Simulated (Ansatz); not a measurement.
Consider the hydrogenolysis of the Al–O bond: `B[CH2][AlH][OH]` + H₂ → `B[CH2][AlH2]` + H₂O.

Computed with Ansatz on PBE0-D4/def2-TZVP structures; ΔE is electronic, products minus reactants. CCSD(T)/CBS is the MP2 limit (def2-TZVPP, def2-QZVPP) plus CCSD(T) − MP2 in def2-TZVPP, frozen cores. This one scheme is used for every species. DFT in def2-TZVPP. One conformer a species, not always the lowest.

`B[CH2][AlH][OH]`:

```xyz
10

B     1.330    0.857    0.479
C     0.080    1.015   -0.351
Al   -0.924   -0.623    0.096
O    -0.586   -1.985   -0.853
H     2.294    0.295    0.039
H     1.347    1.204    1.629
H     0.182    0.938   -1.438
H    -0.630    1.788   -0.042
H    -2.052   -0.669    1.204
H    -1.041   -2.820   -0.764
```

H₂:

Z-matrix (Å, degrees):
```
H
H 1 0.746
```

`B[CH2][AlH2]`:

```xyz
9

B     0.304   -0.732    1.152
C     0.393   -0.615   -0.350
Al   -0.551    1.085   -0.739
H     1.131   -0.223    1.857
H    -0.646   -1.250    1.672
H    -0.191   -1.332   -0.937
H     1.384   -0.421   -0.773
H     0.279    2.432   -0.822
H    -2.102    1.055   -1.060
```

H₂O:

Cartesian coordinates in Å:
```
O 0.181 -0.093 0.332
H -0.702 -0.348 0.056
H 0.521 0.442 -0.388
```

Question: Is it downhill or uphill in electronic energy at CCSD(T)/CBS, and by how much? (Best estimate.)

Answer: Computed: Uphill: ΔE = +1.30 eV.

Question: What do these levels give: PBE0-D4, ωB97M-V, r2SCAN, CCSD/def2-SVP, CCSD(T)/def2-SVP, MP2/def2-QZVPP? (Best estimate.)

Answer: Ansatz gave: PBE0-D4 1.24, ωB97M-V 1.31, r2SCAN 1.38, CCSD/def2-SVP 1.26, CCSD(T)/def2-SVP 1.28, MP2/def2-QZVPP 1.38 eV.

Question: What do rigid-rotor, harmonic-oscillator terms from PBE0-D4/def2-TZVP frequencies (298.15 K, 1 bar) make of the CCSD(T)/CBS value? (Best estimate.)

Answer: Computed: ΔZPE = +0.10 eV, ΔH = +1.38 eV, ΔS = 33 J/(mol·K), ΔG = +1.28 eV. Modes under 50 cm⁻¹ make the entropy rough.

Largest T1 diagnostic among the species: 0.013.

From BLYP to BHLYP (50 % exact exchange), in def2-TZVPP and without D4, ΔE moves by −0.05 eV. In def2-TZVPP, CCSD(T) changes the Hartree–Fock value by +0.13 eV (the triples alone add +0.03 eV) and MP2 by +0.21 eV. Leaving LDA and LC-ωPBE aside and taking each functional with its dispersion term where it has one, the values, not all of them listed here, spread over 0.15 eV, from B97M-V to r2SCAN-D4. LDA lies +0.04 eV from PBE without D4.
